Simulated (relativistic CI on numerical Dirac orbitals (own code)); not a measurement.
**L2,3 absorption of copper in several valence states**

Computed multiplet spectra 2p⁶3dⁿ → 2p⁵3dⁿ⁺¹ (Dirac-Coulomb-Breit ions, Slater integrals scaled by 0.8, an assumed crystal field that grows with the charge, no charge transfer; 300 K; Lorentzian 0.4 eV and Gaussian 0.3 eV FWHM at both edges, so that L2 comes out sharper than in experiment). Peaks over 5 % are given in eV from the highest peak in the L3 region of each spectrum (height, largest 100). S of the lowest state is read from ⟨S²⟩, and the branching ratio is the share of L3, cut at the minimum between the edges.

Field parameters in Wybourne normalisation: Td as Oh with Dq negative (B⁴₀ = 21Dq, B⁴₄ = √(5/14) B⁴₀). The field is a parameter set, without covalency.

- Cu2+ (d9, Td, 10Dq = -7400 cm⁻¹): S = 0.50, branching ratio 1.00; peaks 0.0 (100)
- Cu3+ (d8, Td, 10Dq = -9550 cm⁻¹): S = 1.00, branching ratio 0.91; peaks 0.0 (100), 0.6 (61), 2.9 (16), 22.1 (12)

What spin state follows for Cu4+ in Td, 10Dq = -11700 cm⁻¹, and does its branching ratio lie nearer 2/3 or nearer 0.8?

Cu4+ (d7, Td, 10Dq = -11700 cm⁻¹): S = 1.50, high spin, branching ratio 0.75; peaks 0.0 (100), 0.6 (79), 1.5 (51), 1.9 (50), 3.0 (22), 3.7 (19), 5.0 (9), 5.8 (8), 20.8 (26), 21.6 (44), 23.9 (6), 24.6 (8). High-spin states, above all those with an unquenched orbital moment, raise the ratio above the statistical 2/3; low spin and nearly empty shells keep it near or below 2/3.

The centroid of the whole edge, which also moves with the branching ratio, lies at 931.7 (Cu2+), 936.4 (Cu3+), 943.7 (Cu4+) eV in this ionic model, in steps of 4.7 to 7.3 eV. Compounds show about 1 to 2 eV a unit and lower energies for the high valences, since ligands screen the charge. The multiplet shape follows the d count and the spin state, and so serves as a fingerprint of valence. For d9 in this field spin-orbit coupling puts the hole into a state that the L2 transition cannot reach; a distortion restores L2.
